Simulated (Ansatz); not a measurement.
`S[CH2][ZnH]` + CH₃NH₂ → `C[NH][ZnH]` + CH₃SH at 600 K and 1 bar (ligand exchange at a Zn–C bond).

Program: Ansatz. Geometries: PBE0-D4/def2-TZVP. ΔE: electronic, gas phase. CCSD(T)/CBS is the MP2 limit (def2-TZVPP, def2-QZVPP) plus CCSD(T) − MP2 in def2-TZVPP, frozen cores. This one scheme is used for every species. For Zn outer-core shells are correlated without core-valence functions, which leaves a few kJ/mol of doubt a bond. Scalar relativity is left out up to krypton. Each species was taken in one conformer, which may not be the lowest.

| species | CCSD(T)/CBS energy (Eh) | H − E (kJ/mol) | S (J/(mol·K)) |
| --- | --- | --- | --- |
| `S[CH2][ZnH]` | -2216.58625 | 154.9 | 375.7 |
| CH₃NH₂ | -95.75281 | 199.3 | 283.8 |
| `C[NH][ZnH]` | -1874.12279 | 200.5 | 368.9 |
| CH₃SH | -438.22835 | 152.3 | 296.8 |

H − E and S are ideal-gas, rigid-rotor, harmonic terms from PBE0-D4/def2-TZVP, for one conformer and one mirror image of each species. 1 Eh = 2625.50 kJ/mol, R = 8.31446 J/(mol·K).

Q: By hand: ΔE, ΔH, ΔS and ΔG.

A: ΔE = (-1874.12279) + (-438.22835) − (-2216.58625) − (-95.75281) = -0.01208 Eh = -31.7 kJ/mol. Δ(H − E) = 200.5 + 152.3 − 154.9 − 199.3 = -1.4, so ΔH = -33.1 kJ/mol. ΔS = 368.9 + 296.8 − 375.7 − 283.8 = 6.2 J/(mol·K). ΔG = -33.1 − 600 × (6.2)/1000 = -36.8 kJ/mol.

Q: By hand: the equilibrium constant, and the temperature at which ΔG would vanish if ΔH and ΔS stayed fixed.

A: log₁₀ K = −ΔG/(RT ln 10) = 3.2. ΔH and −TΔS have one sign here, so there is no such temperature.

The number of gas molecules stays the same, so ΔS is small and ΔH decides. A doubt of 5 kJ/mol in ΔE shifts log₁₀ K by 0.4 here. Other conformers and mirror images would add mixing entropy, several J/(mol·K) or more a flexible species. These are equilibria of isolated gas molecules and say nothing of rates. Largest T1 diagnostic: 0.015 (customary marks: 0.02 for closed shells, 0.045 for open ones).

ΔS is within the doubt of such terms, so its sign, and with it that verdict, could turn.
